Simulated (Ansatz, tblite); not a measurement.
Cost and result up the ladder for W(NH)Cl4 (WNCl4H) (7 atoms). Charge 0, multiplicity 1. Geometry: PBE-D4/def2-SVP.

Cartesian coordinates in Å:
```
W -0.0160 -0.3216 0.0610
N 0.0667 1.3675 -0.2586
H 0.1176 2.3708 -0.4491
Cl 1.0888 -1.2785 -1.7495
Cl -2.0003 -0.9652 -0.9716
Cl -1.1738 -0.4440 2.0757
Cl 1.9169 -0.7289 1.2922
```

Ansatz on 4 threads of Intel Xeon Platinum 8259CL on a shared host; xTB runs through tblite on one thread. Times are rough, summed over both states, and most runs start from the orbitals of an earlier one. No level here is sound enough to serve as a yardstick. The other state is a doublet.

In the def2 sets W takes a core potential; there is no spin–orbit coupling. The xTB rows come from tblite.

Run but left out: HF/def2-SVP, MP2/def2-SVP, CCSD/def2-SVP, CCSD(T)/def2-SVP (singlet: restricted singlet, unstable towards broken spin symmetry); BHLYP-D4/def2-TZVP (singlet: restricted singlet, unstable in another Hartree–Fock run and untested here).

Raw xTB energies of ions are shifted by several eV.

```tsv
level	functions	vertical IE (eV)	remarks
GFN2-xTB	50	14.35	–
GFN1-xTB	51	15.29	–
PBE-D4/def2-TZVP	225	9.89	–
PBE0-D4/def2-TZVP	225	10.43	restricted SCF unstable in HF (singlet)
```

Estimate how long each takes.

GFN1-xTB 0.051 s; GFN2-xTB 0.082 s; PBE-D4/def2-TZVP 8.1 s; PBE0-D4/def2-TZVP 20 s. On shared hardware such times vary by a factor of up to 3.
